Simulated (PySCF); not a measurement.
Screening by computed properties: pick the candidate that meets the target.

Species are written as SMILES; each is one conformer at its optimised geometry, gas phase, non-relativistic unless stated. Electronic properties by PySCF.

The conformers computed, where there is a choice (atom-mapped SMILES and torsion angles):
- `[CH3:1][O:2][Si@@H:3]([NH2:4])[O:5][CH2:6][C:7]#[N:8]`: C1–O2–Si3–N4 -172°, O2–Si3–O5–C6 -177°, Si3–O5–C6–C7 -86°, H–N4–Si3–O2 62°, H–N4–Si3–O2 -71°
- `[CH3:1][C@@H:2]1[O:3][CH2:4][C@H:5]1[C:6]([F:7])([F:8])[F:9]`: C4–C5–C6–F7 48°
- `[CH2:1]=[C:2]=[CH:3][CH2:4][C:5]([Cl:6])([Cl:7])[Cl:8]`: C2–C3–C4–C5 110°, C3–C4–C5–Cl6 180°
- `[CH2:1]=[C:2]([CH3:3])[CH:4]=[C:5]1[CH:6]=[CH:7]1`: C1–C2–C4–C5 180°
- `[CH:1]#[C:2][C@@H:3]1[CH2:4][C@@H:5]1[CH:6]=[CH2:7]`: C4–C5–C6–C7 145°
- `[CH3:1][CH2:2][S+:3]([CH3:4])([CH3:5])=[O:6]`: C1–C2–S3–C4 171°
- `[CH3:1][N+:2]#[C:3][CH2:4][CH:5]([CH3:6])[CH3:7]`: C3–C4–C5–C6 173°
- `[CH2:1]=[CH:2][CH2:3][CH:4]=[N+:5]([CH3:6])[CH3:7]`: C1–C2–C3–C4 -122°, C2–C3–C4–N5 84°

(1) Wanted: smallest rotational constant above 1.2 GHz (GFN2-xTB) and dipole moment above 2 D (PBE0/def2-SVPD), at GFN2-xTB geometries. Which candidate meets both?
A. `C=C(C)C=C1C=C1`
B. `CC#C[C@H]1C=CC1`
C. `CC#CCC#CC`
D. `C[C@@H]1OC[C@H]1C(F)(F)F`
E. `C=C=CCC(Cl)(Cl)Cl`
F. `CO[Si@@H](N)OCC#N`
G. `C=C[C@@H]1[C@H](C#C)C1`

(2) Wanted: lowest singlet excitation between 6.9 eV and 7.5 eV (TDDFT PBE0/def2-SVPD) and lowest triplet excitation (Tamm–Dancoff) above 6.6 eV (TDA PBE0/def2-SVPD), at GFN2-xTB geometries. Which candidate meets both?
A. `CC[S+](=O)(C)C`
B. `CC#C[C@H]1C=CC1`
C. `C[C@@H]1OC[C@H]1C(F)(F)F`
D. `C[N+]#CCC(C)C`
E. `N[Si@@H](OCC#N)OC`
F. `C=C=CCC(Cl)(Cl)Cl`
G. `CC#CCC#CC`

(3) Wanted: HOMO energy above -6 eV (PBE0/def2-SVPD) and electronic spatial extent ⟨r²⟩ about the centre of nuclear charge below 1100 bohr² (PBE0/def2-SVPD), at GFN2-xTB geometries. Which candidate meets both?
A. `C[N+]#CCC(C)C`
B. `CC[S+](C)(C)=O`
C. `C=C(C)C=C1C=C1`
D. `CC#C[C@H]1C=CC1`
E. `C[C@@H]1OC[C@H]1C(F)(F)F`
F. `C=CCC=[N+](C)C`
G. `CO[Si@@H](N)OCC#N`

(4) Wanted: HOMO–LUMO gap above 8 eV (PBE0/def2-SVPD) and static isotropic polarisability below 66 au (PBE0/def2-SVPD), at GFN2-xTB geometries. Which candidate meets both?
A. `CC#C[C@H]1C=CC1`
B. `C=C=CCC(Cl)(Cl)Cl`
C. `C(C)[S+](=O)(C)C`
D. `C[C@@H]1OC[C@H]1C(F)(F)F`
E. `CC#CCC#CC`
F. `C=C(C)C=C1C=C1`
G. `CO[Si@@H](N)OCC#N`

## Answers

(1) A. Computed values:
```csv
species,smallest rotational constant,dipole moment
C=C=CCC(Cl)(Cl)Cl,0.703 GHz,2.06 D
CO[Si@@H](N)OCC#N,0.835 GHz,3.77 D
CC#CCC#CC,0.886 GHz,0.39 D
C[C@@H]1OC[C@H]1C(F)(F)F,1.040 GHz,1.80 D
CC#C[C@H]1C=CC1,1.261 GHz,0.23 D
C=C(C)C=C1C=C1,1.366 GHz,2.98 D
C=C[C@@H]1[C@H](C#C)C1,1.508 GHz,0.89 D
```

(2) C. Computed values:
```csv
species,lowest singlet excitation,lowest triplet excitation (Tamm–Dancoff)
C=C=CCC(Cl)(Cl)Cl,5.84 eV,4.54 eV
CC#C[C@H]1C=CC1,6.16 eV,4.35 eV
CC#CCC#CC,6.50 eV,5.43 eV
C[N+]#CCC(C)C,6.72 eV,6.01 eV
N[Si@@H](OCC#N)OC,7.04 eV,6.32 eV
C[C@@H]1OC[C@H]1C(F)(F)F,7.16 eV,6.86 eV
CC[S+](=O)(C)C,7.77 eV,7.30 eV
```

(3) C. Computed values:
```csv
species,HOMO energy,electronic spatial extent ⟨r²⟩ about the centre of nuclear charge
CC[S+](C)(C)=O,-13.91 eV,745 bohr²
C[N+]#CCC(C)C,-13.59 eV,1140 bohr²
C=CCC=[N+](C)C,-11.94 eV,931 bohr²
CO[Si@@H](N)OCC#N,-8.18 eV,1395 bohr²
C[C@@H]1OC[C@H]1C(F)(F)F,-7.76 eV,1154 bohr²
CC#C[C@H]1C=CC1,-6.99 eV,980 bohr²
C=C(C)C=C1C=C1,-5.52 eV,866 bohr²
```

(4) D. Computed values:
| species | HOMO–LUMO gap | static isotropic polarisability |
| --- | --- | --- |
| C=C(C)C=C1C=C1 | 4.68 eV | 87.2 au |
| C=C=CCC(Cl)(Cl)Cl | 6.97 eV | 104.6 au |
| CC#C[C@H]1C=CC1 | 7.29 eV | 79.9 au |
| CC#CCC#CC | 7.75 eV | 82.7 au |
| CO[Si@@H](N)OCC#N | 8.20 eV | 77.9 au |
| C[C@@H]1OC[C@H]1C(F)(F)F | 8.38 eV | 63.7 au |
| C(C)[S+](=O)(C)C | 9.42 eV | 68.5 au |
